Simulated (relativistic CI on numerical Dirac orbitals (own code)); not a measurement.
## Transition arrays of Gd XXVIII

Computed by Dirac-Coulomb-Breit CI, KLI orbitals optimised for each configuration, a model potential for QED, valence Slater integrals scaled by 0.9, whole transition arrays (own radial code, finite nucleus).

Configuration list (outside the closed core [Ar] 3d10 4s2): 4p6 4d, 4p6 4f, 4p5 4d2, 4p6 5p, 4p6 5f. Levels of other configurations are missing.

All E1 lines from the levels of 4p6 4d; mean and standard deviation are weighted by gf, and upper levels are sorted by their leading configuration.

| Upper configuration | Lines | Σgf | Mean (eV) | Mean (nm) | σ (eV) | Strongest line (nm) |
| --- | --- | --- | --- | --- | --- | --- |
| 4p6 4f | 1 | 1.6 | 149.25 | 8.307 | 0.00 | 8.307 |
| 4p5 4d2 | 62 | 45.2 | 172.79 | 7.175 | 13.95 | 6.880 |
| 4p6 5p | 3 | 1.0 | 329.87 | 3.759 | 4.63 | 3.728 |
| 4p6 5f | 3 | 2.8 | 455.22 | 2.724 | 3.70 | 2.741 |

Σgf per state of the lower configuration in bins of 0.2 nm over the central range (centre: value): 2.7: 0.28, 3.7: 0.06, 3.9: 0.04, 6.7: 0.61, 6.9: 2.43, 7.3: 0.70, 7.5: 0.06, 8.1: 0.04, 8.3: 0.19, 8.5: 0.09, 8.7: 0.30, 8.9: 0.09.

How do configuration mixing and the scaling of the Slater integrals move the arrays?

Slater scale 0.9, no configuration mixing: 4p6 4f 152.5 ± 3.3 eV (Σgf 5.3), 4p5 4d2 168.7 ± 16.4 eV (Σgf 39.9), 4p6 5p 330.0 ± 4.6 eV (Σgf 1.1), 4p6 5f 455.2 ± 3.7 eV (Σgf 2.8); Slater scale 1: 4p6 4f 149.3 ± 0.0 eV (Σgf 1.5), 4p5 4d2 175.9 ± 13.7 eV (Σgf 46.2), 4p6 5p 329.9 ± 4.6 eV (Σgf 1.0), 4p6 5f 455.2 ± 3.7 eV (Σgf 2.8); Slater scale 0.8: 4p6 4f 149.3 ± 0.0 eV (Σgf 1.7), 4p5 4d2 169.6 ± 14.2 eV (Σgf 44.2), 4p6 5p 329.9 ± 4.6 eV (Σgf 1.0), 4p6 5f 455.2 ± 3.7 eV (Σgf 2.8). With mixing, levels are counted to their leading configuration, so an array can shrink or vanish into another, and the sums then hold other lines.
